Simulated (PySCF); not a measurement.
Partial charges of WOCl4

Species: WOCl4 (singlet state).
Geometry (PBE0-D3(BJ)/def2-SVP, Å), atoms numbered from 1 in this order:
```
atom  x, y, z in Å
W1    -0.0001   -0.0004    0.0927
O2     0.0001   -0.0077    1.7610
Cl3    2.2303    0.0049   -0.4635
Cl4   -0.0032    2.2328   -0.4522
Cl5   -2.2302   -0.0015   -0.4642
Cl6    0.0031   -2.2282   -0.4737
```

Density: PBE0/pcSseg-1 (def2-TZVP on W) (PySCF); schemes: Mulliken and ESP-fitted. Geometry: PBE0-D3(BJ)/def2-SVP; no solvent, vibrations or thermal averaging. Atoms past krypton carry effective core potentials; spin–orbit coupling is left out.

**Question.** Give the atomic charges in each scheme.

**Answer.** In e:

```csv
atom,environment,Mulliken,ESP-fitted
W1,tungsten bonded to 4 Cl and O,+0.936,+0.651
O2,oxygen bonded to W,-0.199,-0.205
Cl3,chlorine bonded to W,-0.184,-0.111
Cl4,chlorine bonded to W,-0.184,-0.112
Cl5,chlorine bonded to W,-0.184,-0.111
Cl6,chlorine bonded to W,-0.184,-0.112
```

Mean size of the charges over all atoms: Mulliken 0.312 e, ESP-fitted 0.217 e. Each set sums to the total charge, 0, to within 0.001 e. The ESP scheme is a least-squares fit of atom-centred charges to the potential on four shells outside the van der Waals surface, with the total charge fixed.

Lowest charge. All schemes agree: Mulliken O2 (-0.199); ESP-fitted O2 (-0.205).

Highest charge. All schemes agree: Mulliken W1 (+0.936); ESP-fitted W1 (+0.651).

**Question.** How many electrons does the ESP-fitted scheme count on Cl6?

**Answer.** Z − q = 17 − (-0.112) = 17.112.

**Question.** Sum the charges by element, for elements with more than one atom.

**Answer.** 
```csv
element,atoms,Mulliken,ESP-fitted
Cl,4,-0.737,-0.447
```
